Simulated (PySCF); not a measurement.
**From a computed spectrum to the compound**

A species of 5 atoms with charge -1 has these harmonic modes (PBE0, small Gaussian bases with core potentials, PySCF 2.14.0):

| cm⁻¹ | km/mol | symmetry |
| --- | --- | --- |
| 69 | 0.0 | e |
| 69 | 0.0 | e |
| 80 | 10.7 | t2 |
| 80 | 10.7 | t2 |
| 80 | 10.7 | t2 |
| 288 | 0.0 | a1 |
| 304 | 91.9 | t2 |
| 304 | 91.9 | t2 |
| 304 | 91.9 | t2 |

Q: Which species is it, and in which structure?

A: [NdCl4]− (singlet in the valence; each metal's 4f electrons, 3 of them, lie in its core potential, out of spins and levels):
```xyz
5

Nd    0.0000    0.0000    0.0000
Cl    1.5001    1.5001    1.5001
Cl   -1.5001   -1.5001    1.5001
Cl    1.5001   -1.5001   -1.5001
Cl   -1.5001    1.5001   -1.5001
```
Ideal gas at 298.15 K and 1 bar: S = 406.6 J/(mol K), Cp = 102.4 J/(mol K), H − H(0 K) = 24.6 kJ/mol (rigid rotor, harmonic modes, spin degeneracy alone, that of the 4f electrons in the core included). An lcecp potential fixes the number of 4f electrons, so in runs with it no electron can move into or out of that shell.
 The answer isn't unique; the calculation gave this one.
